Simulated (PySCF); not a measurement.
Symmetry of computed structures. Method used: PBE0/pcSseg-1 in PySCF (dipole) on a GFN2-xTB geometry, gas phase. The symmetry is that of the one conformer found, every atom within 0.08 Å of its image; none is proved a minimum here.

**Question.** `[F:1][C:2]([F:3])([F:4])[C:5]1([F:6])[CH2:7][O:8][SiH2:9][O:10][CH2:11]1` with C2–C5–C7–O8 -71°, C5–C7–O8–Si9 -40°, C7–O8–Si9–O10 21°, O8–Si9–O10–C11 -20°: symmetry, top, dipole?

**Answer.** Cs; near-prolate asymmetric top; symmetry number 1; 2 operations, which sort the 17 atoms into 12 sets; dipole 2.15 D, in the ab plane, which is the mirror; A, B, C = 1568, 808.3, 783.9 MHz; heavy atoms equivalent by symmetry: F1/F4, C7/C11, O8/O10.

**Question.** Point group, rotor type and polarity of `[CH:1]#[C:2]/[CH:3]=[C:4]1[CH:5]=[C:6]\1[CH2:7][CH3:8]` with C5–C6–C7–C8 0°?

**Answer.** Cs; near-prolate asymmetric top; symmetry number 1; 2 operations, which sort the 16 atoms into 14 sets; dipole 4.17 D, in the ab plane, which is the mirror; A, B, C = 10292, 819.2, 766.0 MHz; heavy atoms equivalent by symmetry: none.

**Question.** Point group, rotor type and polarity of `[CH2:1]=[CH:2][S:3](=[O:4])(=[O:5])[CH:6]=[CH2:7]` with C1–C2–S3–O4 5°, C2–S3–C6–C7 -110°?

**Answer.** C2; asymmetric top; symmetry number 2; 2 operations, which sort the 13 atoms into 7 sets; this conformer is chiral (no improper operation); dipole 4.63 D, along b, the twofold axis; A, B, C = 3661, 1819, 1654 MHz.
